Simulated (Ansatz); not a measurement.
Input for Ansatz (a quantum-chemistry and plane-wave program): U-B2PLYP/def2-TZVPP on Hf, 2S+1 = 3, a spin state set in the input, which need not be the lowest. Elements past Kr take the def2 small-core potentials; no spin–orbit coupling.

Ansatz 0.2 input:
```yaml
crystal:
  periodic: [false, false, false]
  atoms:
    - {symbol: Hf, position_ang: [0.00000000, 0.00000000, 0.00000000]}
basis:
  gaussian:
    orbitals: def2-TZVPP
hamiltonian:
  xc: {name: B2PLYP}
magnetization: {spin_polarized: true, initial_magnetization: 2}
correlation: {electrons: valence}
scf: {lower_state_search: full}
```

The head of its log:

```
Functional definition: B2PLYP
[...]
integrals: 0.01 GiB planned
359 factors; integrals over basis functions are off by at most 2.1e-4 eV
mean field: 0.15 GiB planned
mean field evaluation 1: about -1297.1044 eV, gradient 4.6e0 eV
mean field evaluation 2: about -1297.1039 eV, gradient 4.6e0 eV
mean field evaluation 4: about -1297.3040 eV, gradient 3.0e-1 eV
mean field evaluation 8: about -1297.3114 eV, gradient 9.7e-2 eV
mean field evaluation 16: about -1297.3149 eV, gradient 2.3e-3 eV
mean field evaluation 32: about -1297.3143 eV, gradient 1.2e-1 eV
mean field evaluation 64: about -1297.3149 eV, gradient 2.6e-4 eV
mean field evaluation 96: about -1293.9843 eV, gradient 6.8e0 eV
mean field evaluation 128: about -1297.2826 eV, gradient 4.7e-1 eV
mean field -1297.31485899 eV, -47.6754417161 hartree, gradient 9.7e-6 eV, S^2 2.005853; 9 other end points of the search recorded, 0 dependent functions left out
reference -1297.31494821 eV, -47.6754449949 hartree; 7, 5 occupied and 49, 51 virtual orbitals, 359 factors
```

**Question.** Give the final energy of this run.

**Answer.** -47.7549 hartree.
